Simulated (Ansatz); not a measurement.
Abstraction of F: SiH(SiH3)2F + C2HF2Ge → SiH(SiH3)2 + C2HF3Ge

Gas-phase species: SiH(SiH3)2F, singlet; C2HF2Ge `C#[C][Ge]([F])[F]`, doublet; SiH(SiH3)2, doublet; C2HF3Ge `C#[C][Ge]([F])([F])[F]`, singlet. A radical takes F: the energy is the difference in strength between the Si–F bond broken and the Ge–F bond made.

Shapes, held fixed at every level: PBE0-D4/def2-TZVP. Programs: Ansatz 0.2.0. The zero-point and thermal change to 298 K, harmonic and unscaled (PBE0-D4/def2-TZVP), is -1.1 kJ/mol.

Task: Estimate ΔH(298 K) of this reaction.

Result: The highest level, CCSD(T)/def2-TZVPP, gives ΔH(298 K) = +26.7 kJ/mol; the levels span +5.0 to +52.7. The column of differences is taken from that level and isn't an error. No measured value is set beside it here. Open shells run unrestricted. Relativity is left out for Ge. Outer-core shells of Ge are correlated, in sets that cover them unevenly.

| level | kind | ΔH(298 K) (kJ/mol) | less CCSD(T)/def2-TZVPP |
| --- | --- | --- | --- |
| HF/def2-SVP | Hartree–Fock | +18.4 | -8.3 |
| HF/def2-TZVPP | Hartree–Fock | +36.0 | +9.3 |
| PBE-D4/def2-TZVPP | GGA | +47.7 | +21.0 |
| B3LYP-D4/def2-TZVPP | global hybrid | +52.7 | +26.0 |
| BHLYP-D4/def2-TZVPP | global hybrid | +44.7 | +18.0 |
| wB97M-V/def2-TZVPP | range-separated hybrid | +49.9 | +23.2 |
| CCSD/def2-SVP | coupled cluster or CI | +5.0 | -21.7 |
| CCSD(T)/def2-TZVPP | coupled cluster or CI | +26.7 | 0.0 |
